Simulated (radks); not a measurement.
Problem. These are the eigenvalues of the occupied orbitals of an atom or ion with whole-number occupations (hartree). Method: scalar-relativistic Kohn-Sham, LDA (Slater exchange, Perdew-Wang correlation), spin-polarised, spherical densities, finite nucleus; Fermi nuclear charge, rms radius of each element as measured or else 0.836 A^(1/3) + 0.57 fm; computed with a radial shooting solver on a logarithmic mesh with Libxc functionals.

orbital  eigenvalue
1s down   -2249.603
1s up     -2249.603
2s up     -382.5081
2s down   -382.5047
2p up     -337.5080
2p down   -337.5054
3s up     -87.48193
3s down   -87.44401
3p up     -73.91193
3p down   -73.87408
3d up     -57.32860
3d down   -57.29856
4s up     -18.49279
4s down   -18.41995
4p up     -14.02292
4p down   -13.95172
4d up      -8.13134
4d down    -8.06190
5s up      -3.34534
5s down    -3.30024
5p up      -2.25847
5p down    -2.21648
4f up      -1.64599
4f down    -1.58012
5d up      -1.02037

Which element is it, and in what charge state? The configuration may be excited. Open shells, if any, are filled with parallel spins first.

Solution. Z = 70, ytterbium, charge +3: Yb3+ in [Xe] 4f12 5d1. The list shows which subshells hold electrons but not how many an open one holds; the 1s level, -2249.6 hartree, gives Z - s = 67.1 by -(Z - s)^2/2, which with screening and relativity narrows Z to a few neighbours, and the depths of the outer levels then fix element, charge and occupations together.
